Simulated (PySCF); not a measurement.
Computed with PBE-D3(BJ)/def2-TZVP // PBE0-D3(BJ)/def2-SVP (PySCF 2.14.0). Gas-phase values, no solvent. One relaxed conformer stands for a flexible species; it need not be the lowest. Excitations are Tamm–Dancoff values on a coarser integration grid. The basis has no diffuse functions, so Rydberg states are missing or too high.

Reference species (SMILES): `[OH][Ge]([OH])([OH])[OH]` (neutral, multiplicity 1).

| Item | Result |
|---|---|
| S1 excitation (TDA) | 6.28 eV |
| HOMO | -7.40 eV |
| T1 excitation (TDA) | 5.98 eV |
| LUMO | -1.27 eV |

Changed species: `[OH][Ge]([O]C)([O]C)[OH]` (2 of 4 OH replaced by OCH3; the reference has 0 of 4 OH replaced by OCH3).

Task: What does the change do to the S1 excitation (TDA), HOMO, T1 excitation (TDA) and LUMO?

Result: the S1 excitation (TDA) decreases by 0.75 eV, to 5.53 eV; the HOMO goes up by 0.89 eV, to -6.51 eV; the T1 excitation (TDA) drops by 0.66 eV, to 5.32 eV; the LUMO rises by 0.19 eV, to -1.08 eV.
